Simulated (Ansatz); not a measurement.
Consider the ligand exchange at the Si–S bond: `CS[SiH2][SeH]` + CH₃OH → `CO[SiH2][SeH]` + CH₃SH.

Computed with Ansatz on PBE0-D4/def2-TZVP structures; ΔE is electronic, products minus reactants. CCSD(T)/CBS adds triple-zeta CCSD(T) − MP2 to the extrapolated MP2 energy (def2 sets, frozen cores). This one scheme is used for every species. Functionals use def2-TZVPP. For Se outer-core shells are correlated without core-valence functions, which leaves a few kJ/mol of doubt a bond. Scalar relativity is left out up to krypton. Each species was taken in one conformer, which may not be the lowest.

| level | ΔE (kcal/mol) |
| --- | --- |
| PBE0-D4 | -4.7 |
| SCS-MP2/def2-QZVPP | -8.2 |

(1) What does CCSD(T)/CBS give? (Estimate.)

Largest T1 diagnostic among the species: 0.010.

Answers

(1) The calculation gave: -7.0 kcal/mol. The listed levels differ from it by 2.3, -1.2 kcal/mol.

The D4 term adds +1.6 kcal/mol with B3LYP and +0.9 kcal/mol with PBE0; it sums over pairs of atoms, weighted by their polarisabilities, and B3LYP, whose exchange is more repulsive, gets the larger term. In def2-TZVPP, CCSD(T) changes the Hartree–Fock value by +4.2 kcal/mol (the triples alone add +0.9 kcal/mol) and MP2 by +5.1 kcal/mol.

B3LYP here is the variant with VWN-RPA as its local correlation; programs differ in this.
